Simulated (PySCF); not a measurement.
## Working out the ionisation energy of Sc

Sc [Ar] 3d1 4s2 (2D) → Sc⁺ [Ar] 3d1 4s1 (3D). All numbers are calculated (PySCF 2.14, scalar relativity by spin-free X2C-1e, in x2c-QZVPPall with one added diffuse shell each of s, p, d, f, g type (12s8p6d4f3g, 121 functions)). Frozen: [Ne]. Energies in hartree (1 hartree = 27.21139 eV):

```json
{"part": "UHF", "Sc (lower)": "-763.296441", "Sc⁺ (upper)": "-763.098428"}
{"part": "MP2 opposite-spin", "Sc (lower)": "-0.205603", "Sc⁺ (upper)": "-0.174645"}
{"part": "MP2 same-spin", "Sc (lower)": "-0.074192", "Sc⁺ (upper)": "-0.069286"}
```

Q: What does Hartree-Fock give?

A: (-763.098428) − (-763.296441) = 0.198013 hartree = 5.388 eV.

Q: What do MP2 and SCS-MP2 (6/5 opposite-spin, 1/3 same-spin) give?

A: The opposite-spin parts differ by 0.842 eV and the same-spin parts by 0.133 eV. MP2: 5.388 + (0.842) + (0.133) = 6.363 eV. SCS-MP2: 5.388 + 1.2 × (0.842) + (0.133)/3 = 6.443 eV.

Measured between the centres of the two terms (NIST): 6.562 eV, so MP2 (valence and next inner shell) is off by -0.199 eV.

What remains against the reference includes basis incompleteness, the frozen core and correlation beyond second order.
